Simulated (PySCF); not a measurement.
# Computed records: BH$_{3}$NSi, BFH$_{5}$NSi

Calculation on a computer-drawn molecule: the log of a Hartree-Fock and frozen-core CCSD(T) single point meant for a local Hartree-Fock minimum, with one planted fault or none, to be diagnosed. Offsets are logged minus clean, where the clean run is the same molecule without the fault. The reference is restricted for singlets and unrestricted otherwise, and also for a bond in bohr or an excited solution. Adding or removing an electron swaps singlet and doublet. The excited solution moves the top pair (singlet) or top alpha electron (doublet) to the lowest empty orbital. Highest occupied and lowest empty are orbital energies over both spins, largest force is the largest gradient component, triples share is (T) over the correlation energy, the T1 limit is 0.02 restricted and 0.045 unrestricted, electrons count all cores, a negative frequency is imaginary (commonest isotopes), and the dipole is about the centre of nuclear charge. Program: PySCF 2.14.0.

Common to all runs: meant multiplicity 1; logged SCF converged yes; logged SCF stable within its kind yes; possible faults no fault, one electron removed, one electron added, multiplicity raised by two, geometry at a saddle point, SCF held on an excited solution, minimal basis STO-3G, one bond length entered in bohr, all coordinates scaled.

(1) 
```xyz
6
formula=BH3NSi meant_charge=-1 meant_basis=aug-cc-pV(D+d)Z logged_electrons=30 logged_basis_functions=105 logged_spin_squared=2.006 logged_highest_occupied=0.96167 logged_lowest_empty=2.693 logged_largest_force=0.086644 logged_dipole_magnitude=14.691 logged_energy_HF=-369.7626 planted_fault=multiplicity_raised_by_two HF_energy_offset_from_clean_run=36.71
B     -1.2796     0.1348    -0.9778
N     -1.2297    -0.4420     0.1101
Si    -1.0895    -1.4806     1.6109
H     -1.3273     0.6850    -2.0163
H     -2.4464    -1.1364     2.2483
H     -0.2713    -0.5095     2.4790
```

Units: logged_highest_occupied, logged_lowest_empty in eV; logged_largest_force in hartree/bohr; logged_dipole_magnitude in debye; logged_energy_HF in hartree; HF_energy_offset_from_clean_run in kcal/mol.

Drawn bonds:
| atom | other atom | order |
| --- | --- | --- |
| 1 | 2 | 2 |
| 2 | 3 | 1 |
| 1 | 4 | 1 |
| 3 | 5 | 1 |
| 3 | 6 | 1 |

Notes: coupled-cluster numbers left out as unreliable; highest electron not bound in this basis.

(2) 
```xyz
9
formula=BFH5NSi meant_charge=0 meant_basis=cc-pV(D+d)Z logged_electrons=39 logged_basis_functions=90 logged_spin_squared=0.7611 logged_highest_occupied=-18.649 logged_lowest_empty=-7.8914 logged_largest_force=0.088361 logged_T1_diagnostic=0.03307 logged_D1_diagnostic=0.20493 logged_triples_share=0.02275 logged_CC_converged=yes logged_dipole_magnitude=4.3164 logged_energy_HF=-470.19709 logged_energy_CCSD(T)=-470.75709 planted_fault=one_electron_removed HF_energy_offset_from_clean_run=222.6 CCSD(T)_energy_offset_from_clean_run=243.8
F      0.7879    -2.2187     2.2494
B      1.0442    -3.0147     1.1980
N     -0.0206    -3.3657     0.3585
Si    -1.6957    -2.8746     0.5221
H      2.1684    -3.3871     1.0266
H      0.2077    -3.9605    -0.4148
H     -2.2705    -3.3458     1.7981
H     -1.8331    -1.4062     0.4482
H     -2.4214    -3.4969    -0.6066
```

Units: logged_highest_occupied, logged_lowest_empty in eV; logged_largest_force in hartree/bohr; logged_dipole_magnitude in debye; logged_energy_HF, logged_energy_CCSD(T) in hartree; HF_energy_offset_from_clean_run, CCSD(T)_energy_offset_from_clean_run in kcal/mol.

Drawn bonds:
| atom | other atom | order |
| --- | --- | --- |
| 1 | 2 | 1 |
| 2 | 3 | 1 |
| 3 | 4 | 1 |
| 2 | 5 | 1 |
| 3 | 6 | 1 |
| 4 | 7 | 1 |
| 4 | 8 | 1 |
| 4 | 9 | 1 |
